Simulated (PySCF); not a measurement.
A ladder of Hamiltonians for Pd²⁸⁺ (palladium, charge +28)

Occupied: 1s1/2, 2s1/2, 2p1/2, 2p3/2, 3s1/2, 3p1/2, 3p3/2. Hartree-Fock calculated with PySCF 2.14 in an uncontracted even-tempered set (18 s from 1.9 bohr⁻², ratio 2.7; 13 p from 2.2 bohr⁻², ratio 2.7), Gaussian nucleus throughout. NR is non-relativistic, sf-X2C the spin-free one-electron X2C Hamiltonian, X2C adds the bare one-electron spin-orbit term, X2C-SNSO screens it by Boettger's factors, DC is four-component Dirac-Coulomb, and the Gaunt and Breit terms are added at first order (total energies over the DC spinors, levels after relaxing the spinors in that mean field). QED terms are absent. Levels marked empty are virtual spinors of this ion; the basis has s and p functions only, so 3d, which can lie below the n = 4 levels, is absent.

```tsv
level (eV)	NR	sf-X2C	X2C	X2C-SNSO
1s1/2	-25104.3	-25819.4	-25817.8	-25818.0
2s1/2	-4789.9	-4972.2	-4971.7	-4971.7
2p1/2	-4542.2	-4593.3	-4710.8	-4705.3
2p3/2	-4542.2	-4593.3	-4539.2	-4541.5
3s1/2	-1739.1	-1788.3	-1788.1	-1788.1
3p1/2	-1639.5	-1657.0	-1683.7	-1682.5
3p3/2	-1639.5	-1657.0	-1644.7	-1645.2
4s1/2 (empty)	-831.48	-848.86	-848.83	-848.83
4p1/2 (empty)	-796.62	-803.77	-812.67	-812.26
4p3/2 (empty)	-796.62	-803.77	-799.66	-799.83
```

Where do the four-component calculations put these levels?

1s1/2: DC -25837.3, DC+Gaunt -25784.6, DC+Breit -25788.3; 2s1/2: DC -4973.9, DC+Gaunt -4968.9, DC+Breit -4969.2; 2p1/2: DC -4705.9, DC+Gaunt -4697.6, DC+Breit -4698.5; 2p3/2: DC -4543.3, DC+Gaunt -4537.3, DC+Breit -4538.2; 3s1/2: DC -1788.6, DC+Gaunt -1787.6, DC+Breit -1787.7; 3p1/2: DC -1682.6, DC+Gaunt -1680.7, DC+Breit -1681.0; 3p3/2: DC -1645.6, DC+Gaunt -1644.3, DC+Breit -1644.5; 4s1/2 (empty): DC -848.98, DC+Gaunt -848.60, DC+Breit -848.65; 4p1/2 (empty): DC -812.30, DC+Gaunt -811.67, DC+Breit -811.76; 4p3/2 (empty): DC -799.94, DC+Gaunt -799.49, DC+Breit -799.59 (eV).

```
Hamiltonian  E (hartree)  E − E(DC) (hartree)  CPU seconds
         NR   -4401.2010             106.4484         0.33
     sf-X2C   -4505.6623               1.9871         0.24
        X2C   -4506.6073               1.0421         0.24
   X2C-SNSO   -4506.5248               1.1246         0.24
         DC   -4507.6494               0.0000          9.7
   DC+Gaunt   -4504.1738               3.4756           16
   DC+Breit   -4504.5087               3.1407           47
```

Weight of the small component: 1s1/2 0.0283, 2s1/2 0.00605, 2p1/2 0.00601, 2p3/2 0.00579, 3s1/2 0.00208, 3p1/2 0.00202, 3p3/2 0.00196, 4s1/2 0.000891, 4p1/2 0.000887, 4p3/2 0.000864.

Koopmans' value for the highest occupied level at DC+Breit: 1644.5 eV, against an ionisation energy of 1644 ± 5 eV (semi-empirical (NIST evaluation); NIST Atomic Spectra Database, ionization energies); the former lacks relaxation, correlation, QED and recoil.

The whole ladder took 77 s of wall time on 1 thread of Neoverse-V1 (shared host), launched as `OMP_NUM_THREADS=1 python relrun2.py TASK.json OUT` (a driver that calls PySCF for each Hamiltonian).
